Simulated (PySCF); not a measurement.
CH₄AlClSe, SMILES [Cl][Al]([SeH])[CH3]. Heavy atoms are numbered as in [Al:1]([Cl:2])([CH3:3])[SeH:7]. Hydrogens are named by the atom that carries them.

Geometry: B3LYP-D3(BJ)/def2-SVP. The structure was generated by enumeration; whether it is a known compound was not checked. One conformer was computed; it need not be the lowest.

Computed with B3LYP/pcSseg-1 (PySCF).

GIAO shieldings, no solvent; atoms alike by connectivity are averaged. δ = σ(ref) − σ: ³⁵Cl against HCl (σ = 933.3 ppm); ¹³C against TMS (σ = 181.3 ppm); ¹H against TMS (σ = 31.68 ppm); ⁷⁷Se against Me2Se (σ = 1647.9 ppm), references at their B3LYP-D3(BJ)/def2-TZVP geometries, non-relativistic (without spin–orbit terms, shifts of atoms bonded to Cl or Br come out too high).

| atoms | nucleus | count | δ (ppm) |
|---|---|---|---|
| Cl2 | ³⁵Cl | 1 | … |
| C3 (CH3) | ¹³C | 1 | -2.7 |
| H on Se7 | ¹H | 1 | … |
| H on C3 | ¹H | 3 | 0.31 |
| Se7 (SeH) | ⁷⁷Se | 1 | -367.4 |

Q: What belongs in the gaps? (The exact figures need the calculation; the answer reports its results.)

A: 
- H on Se7, δ (ppm): 0.90
- Cl2, δ (ppm): 55.5
